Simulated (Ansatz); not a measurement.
C₃H₇BO₂, SMILES `CBOC(C)=O`, relaxed with RKS PBE-D4/def2-SVP in Ansatz from a rough embedded geometry. The force threshold is 0.03 eV/Å; the program also tests the step.

Charge 0, multiplicity 1.

Start:

```xyz
13

C    -1.746    0.642   -1.833
B    -0.979    0.822   -0.455
O     0.039   -0.163   -0.105
C     0.906   -0.148    1.089
C     1.878   -1.159    1.307
O     0.704    0.821    1.899
H    -1.081    0.671   -2.655
H    -2.313   -0.311   -1.761
H    -2.539    1.452   -1.882
H    -1.204    1.710    0.261
H     1.907   -1.426    2.388
H     2.870   -0.835    0.973
H     1.560   -2.075    0.774
```

| step | energy (eV) | largest force (eV/Å) | largest move (Å) |
| --- | --- | --- | --- |
| 1 | -7980.6790 | 6.157 | 0.000 |
| 2 | -7981.4079 | 2.280 | 0.125 |
| 3 | -7981.4543 | 1.468 | 0.124 |
| 4 | -7981.5053 | 0.739 | 0.200 |
| 5 | -7981.5296 | 0.755 | 0.200 |
| 6 | -7981.5713 | 0.363 | 0.200 |
| 7 | -7981.5855 | 0.105 | 0.113 |
| 8 (rejected) | -7981.3975 | 4.270 | 0.110 |
| 9 | -7981.5886 | 0.032 | 0.055 |
| 10 | -7981.5912 | 0.081 | 0.098 |
| 11 (rejected) | -7981.5860 | 0.224 | 0.142 |
| 12 | -7981.5929 | 0.131 | 0.070 |
| 13 | -7981.5932 | 0.110 | 0.073 |
| 14 | -7981.5946 | 0.081 | 0.022 |
| 15 | -7981.5987 | 0.141 | 0.169 |
| 16 (rejected) | -7981.5963 | 0.225 | 0.196 |
| 17 | -7981.5989 | 0.278 | 0.098 |
| 18 (rejected) | -7981.5970 | 0.462 | 0.100 |
| 19 | -7981.6035 | 0.066 | 0.049 |
| 20 (rejected) | -7981.6019 | 0.175 | 0.048 |
| 21 | -7981.6044 | 0.018 | 0.024 |
| 22 | -7981.6047 | 0.016 | 0.024 |

End:

```xyz
13

C    -1.607    0.651   -1.782
B    -1.061    0.566   -0.319
O     0.193    0.014   -0.115
C     0.844    0.049    1.116
C     1.820   -1.093    1.230
O     0.656    0.918    1.931
H    -0.935    0.217   -2.547
H    -2.607    0.171   -1.852
H    -1.788    1.721   -2.033
H    -1.700    0.932    0.652
H     2.333   -1.057    2.206
H     2.561   -1.029    0.407
H     1.291   -2.059    1.105
```

Run time 45 s (4 threads of a server CPU on a shared host); peak host memory 0.16 GiB.
